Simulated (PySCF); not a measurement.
C5H4F2. Atoms are numbered in the order given.

```xyz
11

C      1.0824    -2.1434     0.0000
C      0.3848    -1.1570     0.0000
C     -0.4602     0.0462     0.0000
F     -1.2792     0.0155    -1.0858
F     -1.2792     0.0155     1.0858
C      0.2835     1.3488     0.0000
C      1.6062     1.4811     0.0000
H      1.6949    -3.0270     0.0000
H     -0.3865     2.2150     0.0000
H      2.2655     0.6085     0.0000
H      2.0717     2.4692     0.0000
```
Charge 0, spin multiplicity 1.

Geometry optimised at PBE0-D3(BJ)/def2-SVP. The values are those of a single conformer.

Method: PBE0/pcSseg-1 run with PySCF.

GIAO shieldings, no solvent; atoms listed in one row are averaged. δ = σ(ref) − σ: ¹³C against TMS (σ = 186.3 ppm); ¹⁹F against CFCl3 (σ = 167.2 ppm); ¹H against TMS (σ = 31.56 ppm), references at their B3LYP-D3(BJ)/def2-TZVP geometries, non-relativistic.

Problem. Estimate the chemical shifts. (An estimate is asked for; the answer gives what the named calculation found.)

Solution. 
```tsv
nucleus	atoms	count	δ (ppm)
¹³C	C6	1	143.7
¹³C	C7	1	132.2
¹³C	C3	1	116.0
¹³C	C1	1	86.1
¹³C	C2	1	79.7
¹⁹F	F4, F5	2	-105.0
¹H	H10	1	6.57
¹H	H9	1	6.47
¹H	H11	1	6.13
¹H	H8	1	2.98
```
